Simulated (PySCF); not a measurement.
# C₆ coefficients of unlike pairs at PBE

Calculated with PySCF 2.14 from the dipole response of each species, C₆(A,B) = (3/π) ∫ α_A(iu) α_B(iu) du, in atomic units, from isotropic polarisabilities. For ions this is the dispersion term alone; charge-induced terms of lower order in 1/R come first.

```csv
species,configuration,basis,relativity,α (bohr³),C₆ (like pair)
Co³⁺,[Ar] 3d6 (5D),"aug-cc-pwCVTZ-DK with one added diffuse shell each of s, p, d, f, g type (11s10p8d5f4g)",spin-free X2C,1.892,4.580
In²⁺,[Kr] 4d10 5s1 (2S),"x2c-QZVPPall with one added diffuse shell each of s, p, d, f type (14s10p8d5f1g)",spin-free X2C,13.23,63.86
Al³⁺,[Ne] (1S),dyall-acv3z (19s12p6d4f),spin-free X2C,0.2825,0.2640
P²⁺,[Ne] 3s2 3p1 (2P),"aug-cc-pCVTZ-DK with one added diffuse shell each of s, p, d, f type (9s8p6d4f)",spin-free X2C,9.151,32.95
```

**Question.** Estimate C₆ for Al³⁺ with In²⁺.

**Answer.** The integral gives 3.068. The combination rule 2 C_A C_B / (C_A α_B/α_A + C_B α_A/α_B) gives 2.457 and the geometric mean 4.106.

No spin-orbit coupling is included.

The other pairs:

```csv
pair,C₆
"P²⁺, Co³⁺",10.37
"P²⁺, In²⁺",45.20
"Al³⁺, Co³⁺",1.031
"In²⁺, Co³⁺",15.54
"P²⁺, Al³⁺",1.903
```
